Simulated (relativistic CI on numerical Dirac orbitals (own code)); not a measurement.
**d7 in a ligand field**

Computed with a parametric ligand-field model of a d^n configuration (Racah B and C, spin-orbit zeta, crystal field), exact diagonalisation.

Field parameters in Wybourne normalisation: Oh B⁴₀ = 21Dq, B⁴₄ = √(5/14) B⁴₀; Td as Oh with Dq negative (B⁴₀ = 21Dq, B⁴₄ = √(5/14) B⁴₀). The field is a parameter set, without covalency.

(1) Ground term and bands for B = 350, C = 1730, ζ = 0 cm⁻¹, Oh, 10Dq = 18850 cm⁻¹?

(2) Ground term and bands for B = 300, C = 1100, ζ = 0 cm⁻¹, Oh, 10Dq = 29300 cm⁻¹?

(3) Ground term and bands for B = 650, C = 2340, ζ = 0 cm⁻¹, Oh, 10Dq = 21650 cm⁻¹?

(4) Ground term and bands for B = 970, C = 3620, ζ = 0 cm⁻¹, Td, 10Dq = -2750 cm⁻¹?

(5) A d7 ion in Td symmetry has the ground term 4A2 and bands at 4T2 3800 cm⁻¹ (2632 nm), 4T1 6621 cm⁻¹ (1510 nm), 2E 14806 cm⁻¹ (675 nm), 2T1 15375 cm⁻¹ (650 nm), 2A1 16880 cm⁻¹ (592 nm), 4T1 17379 cm⁻¹ (575 nm). Which parameters reproduce them?

## Answers

(1) Ground term 2E with 1.02 electrons in the two orbitals of the cubic e set. Spin-allowed: 2T1 17489 cm⁻¹ (572 nm), 2T2 17936 cm⁻¹ (558 nm), 2T1 20015 cm⁻¹ (500 nm), 2T2 26364 cm⁻¹ (379 nm). Lowest spin-forbidden: 4T1 10730 cm⁻¹ (932 nm), 4T2 28728 cm⁻¹ (348 nm), 4T1 33127 cm⁻¹ (302 nm).

(2) Ground term 2E with 1.00 electrons in the two orbitals of the cubic e set. Spin-allowed: 2T1 28332 cm⁻¹ (353 nm), 2T2 28619 cm⁻¹ (349 nm), 2T1 30598 cm⁻¹ (327 nm), 2T2 35851 cm⁻¹ (279 nm). Lowest spin-forbidden: 4T1 23745 cm⁻¹ (421 nm), 4T2 52246 cm⁻¹ (191 nm), 4T1 55947 cm⁻¹ (179 nm).

(3) Ground term 2E with 1.02 electrons in the two orbitals of the cubic e set. Spin-allowed: 2T1 19954 cm⁻¹ (501 nm), 2T2 20444 cm⁻¹ (489 nm), 2T1 24374 cm⁻¹ (410 nm), 2T2 33939 cm⁻¹ (295 nm). Lowest spin-forbidden: 4T1 9880 cm⁻¹ (1012 nm), 4T2 30123 cm⁻¹ (332 nm), 4T1 38465 cm⁻¹ (260 nm).

(4) Ground term 4A2 with 4.00 electrons in the two orbitals of the cubic e set. Spin-allowed: 4T2 2750 cm⁻¹, 4T1 4857 cm⁻¹ (2059 nm), 4T1 17943 cm⁻¹ (557 nm). Lowest spin-forbidden: 2E 16372 cm⁻¹ (611 nm), 2T1 16803 cm⁻¹ (595 nm), 2A1 17490 cm⁻¹ (572 nm). With an A2 ground term the first spin-allowed band lies at |10Dq| itself.

(5) B = 840, C = 3240, ζ = 0 cm⁻¹, Td, 10Dq = -3800 cm⁻¹.
